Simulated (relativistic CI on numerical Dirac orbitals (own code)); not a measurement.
Crystal-field levels of Sc²⁺, 3d

Calculated by Dirac-Coulomb-Breit CI, orbitals from a KLI potential per configuration, model QED, valence Slater integrals scaled by 0.8, one configuration in a parametric crystal field (own radial code).

Field parameters in Wybourne normalisation: Oh B⁴₀ = 21Dq, B⁴₄ = √(5/14) B⁴₀. The field is a parameter set, without covalency.

S is read from ⟨S²⟩ = S(S + 1).

Levels (cm⁻¹, degeneracy): 0 (4), 98 (2), 29283 (4).

Q: Which field gives this pattern?
A. Oh, 10Dq = 16250 cm⁻¹
B. Oh, 10Dq = 29250 cm⁻¹
C. Oh, 10Dq = 24050 cm⁻¹
D. Oh, 10Dq = 3250 cm⁻¹

A: B. Oh, 10Dq = 29250 cm⁻¹, ground level with S = 0.50.
